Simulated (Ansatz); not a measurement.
B₂Cl₂F₂H₂, SMILES `F[B@H-]1[Cl+][B@H-](F)[Cl+]1`. The species carries charge 0 and has multiplicity 1. The geometry is a stationary point of PBE0-D4/def2-TZVP.

```xyz
8

F    -0.326    1.598    1.626
B    -0.421    1.234    0.354
Cl    1.322    0.532   -0.280
B     0.421   -1.234   -0.353
F     0.352   -1.655   -1.608
Cl   -1.338   -0.518    0.219
H    -0.865    1.967   -0.470
H     0.855   -1.923    0.512
```

Task: What is the dipole moment at B3LYP/def2-TZVPP? (Best estimate.)

Result: Ansatz gave: 0.05 D, zero by symmetry or nearly so.

Task: Give the Mulliken charges with B3LYP, PBE, r2SCAN in def2-TZVPP. (Best estimate.)

Result: Ansatz gave: 
| atom | B3LYP | PBE | r2SCAN |
| --- | --- | --- | --- |
| F1 | -0.22 | -0.18 | -0.24 |
| B2 | 0.26 | 0.19 | 0.30 |
| Cl3 | -0.06 | -0.01 | -0.04 |
| B4 | 0.26 | 0.19 | 0.30 |
| F5 | -0.22 | -0.18 | -0.24 |
| Cl6 | -0.06 | -0.01 | -0.04 |
| H7 | 0.02 | 0.00 | -0.01 |
| H8 | 0.02 | 0.00 | -0.01 |

B3LYP here is the variant with VWN-RPA as its local correlation; programs differ in this.
